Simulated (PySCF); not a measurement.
**Titanium: highly charged ions in a basis for the neutral atom**

Ti(5+) [Ne] 3s2 3p5, Ti(6+) [Ne] 3s2 3p4. Computed with PySCF 2.14 in aug-cc-pVDZ, with no relativity, point nucleus. No spin-orbit coupling, so a gap to NIST mixes the basis error with missing relativistic terms.

Changed run: basis of the neutral atom used for a highly charged ion. This setting is unsound on purpose.

```json
{"species": "Ti(5+)", "method": "UHF", "sound run (hartree)": "not run", "changed run (hartree)": "-841.43022", "converged": "yes"}
{"species": "Ti(5+)", "method": "B3LYP", "sound run (hartree)": "not run", "changed run (hartree)": "-842.15062", "converged": "yes"}
{"species": "Ti(5+)", "method": "LDA", "sound run (hartree)": "not run", "changed run (hartree)": "-840.04659", "converged": "yes"}
{"species": "Ti(6+)", "method": "UHF", "sound run (hartree)": "not run", "changed run (hartree)": "-836.98841", "converged": "yes"}
{"species": "Ti(6+)", "method": "B3LYP", "sound run (hartree)": "not run", "changed run (hartree)": "-837.65003", "converged": "yes"}
{"species": "Ti(6+)", "method": "LDA", "sound run (hartree)": "not run", "changed run (hartree)": "-835.54414", "converged": "yes"}
```

Ionisation energy of Ti(5+):

```tsv
method	changed run (eV)	NIST (eV)
UHF	120.87	119.53
B3LYP	122.47	119.53
LDA	122.52	119.53
```

The contracted functions were made for the neutral atom and can be too rigid for a highly charged ion.
